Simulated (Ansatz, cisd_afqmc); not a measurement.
Species: GeO, charge 0, triplet. This triplet is an excited state, 3.5 eV above the singlet at CCSD(T)/cc-pV5Z (Ansatz, a program for electronic structure). GeO (SMILES [O]=[Ge], triplet).
B3LYP-D3(BJ)/def2-TZVP minimum from Ansatz:
```xyz
2

Ge     0.0000     0.0000    -0.3735
O      0.0000     0.0000     1.4939
```
Charge 0, spin multiplicity 3.

Total energies in cc-pVDZ, 10 correlated electrons, 15 frozen orbitals. UHF or UKS for unpaired electrons; spin-orbit terms are left out. Correlated methods leave the cores frozen (noble-gas shells, and filled d and f shells in the p block). No relativity. The Monte Carlo rows (phaseless AFQMC, CISD trial, step 0.005/hartree) carry one-sigma bars that omit the constraint's bias. Outlying blocks are dropped, and bars are widened where a walk drifts. Over all cases where full CI ran beside it in this data, AFQMC minus full CI had a median of +0.1 mEh and passed +0.4 mEh in a tenth of the cases. The UHF reference of GeO ([O]=[Ge], triplet) is spin-contaminated (<S^2> up to 0.04 over the pure value in the sets run). The spin of GeO ([O]=[Ge], triplet) was assumed, and the state is the lowest solution found for it.

```tsv
method	program	energy (Eh)	minus CCSDTQ (mEh)
HF	Ansatz	-2150.13280	234.45
MP2	Ansatz	-2150.32737	39.88
CCSD	Ansatz	-2150.35269	14.56
CCSD(T)	Ansatz	-2150.35886	8.39
CCSDT(Q)	Ansatz	-2150.36716	0.09
CCSDTQ	Ansatz	-2150.36725	0.00
AFQMC/CISD	cisd_afqmc	-2150.3603 ± 0.0004	6.9 ± 0.4
```

Rough core times of Ansatz's runs on a shared machine: CCSD(T) under 20 s, CCSDT(Q) 30 s, CCSDTQ 10 min.
